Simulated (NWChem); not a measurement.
Molecule: heptazine (C₆H₃N₇); SMILES C1=NC2=NC=NC3=NC=NC(=N1)N23

```xyz
16

C     -0.6452    -2.5367     0.0000
N     -1.6671    -1.6811     0.0000
C     -1.3559    -0.3819     0.0000
N     -2.2994     0.5640     0.0000
C     -1.8742     1.8272     0.0000
N     -0.6223     2.2843     0.0000
C      0.3472     1.3652     0.0000
N      1.6382     1.7094     0.0000
C      2.5195     0.7096     0.0000
N      2.2895    -0.6032     0.0000
C      1.0087    -0.9833     0.0000
N      0.6613    -2.2734     0.0000
N      0.0000     0.0000     0.0000
H     -0.9135    -3.5915     0.0000
H     -2.6536     2.5869     0.0000
H      3.5671     1.0046     0.0000
```
Atoms are numbered in this order, from 1.

Results from NWChem. All runs use the structure optimised with B3LYP/6-31G* (spherical d). No frequency run checked for a minimum.

Problem. Estimate the computed values for B3LYP/def2-SVP. Quantities: highest occupied level (eV); orbital gap (eV).

Solution. 
```json
{
  "highest occupied level (eV)": "-7.22",
  "orbital gap (eV)": "3.85"
}
```
